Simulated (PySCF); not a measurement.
A structure optimised at B3LYP-D3(BJ)/def2-SVP, used in a PySCF frequency run:

```
Sn
C 1 2.2008
H 2 1.0979 1 110.04
H 2 1.0995 3 110.19 1 120.96
H 2 1.1006 3 109.87 4 121.76
C 1 2.2008 2 109.67 3 -174.97
H 6 1.0979 1 110.04 2 174.97
H 6 1.0995 7 110.19 1 -120.96
H 6 1.1006 7 109.87 8 -121.76
Cl 1 2.4095 2 103.18 3 -65.55
```
Charge 0, spin multiplicity 2.

Problem. Write its SMILES, formula and point group.

Solution. [CH3][Sn]([CH3])[Cl], C2H6ClSn, Cs

Problem. What are its rotational constants (standard atomic weights)?

Solution. 3.6740, 2.2030, 1.6723 GHz
